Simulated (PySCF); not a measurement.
# Basis and Hamiltonian dependence of the ionisation energy of W+

W+ [Xe] 4f14 5d4 6s1 (6D) → W(2+) [Xe] 4f14 5d4 (5D). Calculated with PySCF 2.14 from differences of total energies of unrestricted determinants, without spin-orbit coupling. Values in eV.

```
                                                                               basis    Hamiltonian  functions     UHF     PBE    PBE0  MP2 (valence)  CCSD(T) (valence)  CCSD(T) (valence and next inner shell)
                                                        aug-cc-pVDZ-PP with ECP60MDF            ECP         54  14.979  16.281  16.044         15.422             15.508                                     n/a
                                                            cc-pVTZ-PP with ECP60MDF            ECP         63  14.993     n/a  16.064         15.487                n/a                                     n/a
                                                                        ANO-RCC-VDZP  spin-free X2C         68  15.265     n/a     n/a         15.470             15.500                                     n/a
                                                      aug-cc-pwCVDZ-PP with ECP60MDF            ECP         70  15.000  16.297  16.062         15.465             15.541                                  15.862
                             def2-QZVPPD with the def2 core potential (60 electrons)            ECP         84  14.961  16.288  16.045         15.455             15.534                                  15.854
                                                        aug-cc-pVTZ-PP with ECP60MDF            ECP         88  14.995  16.305  16.066         15.495             15.576                                     n/a
                                                                        x2c-TZVPPall  spin-free X2C         97  15.042  16.407  16.143         15.520             15.590                                     n/a
                                                                        ANO-RCC-VTZP  spin-free X2C        104  14.996  16.432  16.148         15.437             15.504                                     n/a
aug-cc-pVTZ-PP with one added diffuse shell each of s, p, d, f, g type with ECP60MDF            ECP        113  14.996  16.306  16.066         15.496                n/a                                     n/a
                   x2c-TZVPPall with one added diffuse shell each of s, p, d, f type  spin-free X2C        113  15.039  16.408  16.143         15.519             15.591                                     n/a
                                                      aug-cc-pwCVTZ-PP with ECP60MDF            ECP        122  14.994  16.305  16.065         15.499                n/a                                     n/a
                                                        aug-cc-pVQZ-PP with ECP60MDF            ECP        135  14.994  16.304  16.064         15.509                n/a                                     n/a
                                                        aug-cc-pV5Z-PP with ECP60MDF            ECP        197  14.994     n/a     n/a            n/a                n/a                                     n/a
```

Q: Estimate the row for x2c-QZVPPall (spin-free X2C, 144 functions).

A: From the rows with the same Hamiltonian and similar size; the calculation gives UHF 15.00 (eV).

Extrapolation of MP2 (valence) from aug-cc-pVTZ-PP with ECP60MDF and aug-cc-pVQZ-PP with ECP60MDF: the correlation parts are 0.500 and 0.514 eV; with the X⁻³ form and unrounded values, (4³ × 0.514 − 3³ × 0.500)/(4³ − 3³) = 0.525 eV, and adding the Hartree-Fock value 14.994 eV of the larger basis gives 15.519 eV.

Frozen in the all-electron rows: valence: [Xe] 4f14; valence and next inner shell: [Kr] 4d10 4f14; with a core potential, the same shells as far as they lie outside it.

Between the lowest levels the reference is 16.37 ± 0.15 eV (semi-empirical (NIST evaluation); NIST Atomic Spectra Database, ionization energies); it includes spin-orbit coupling, which these numbers lack.
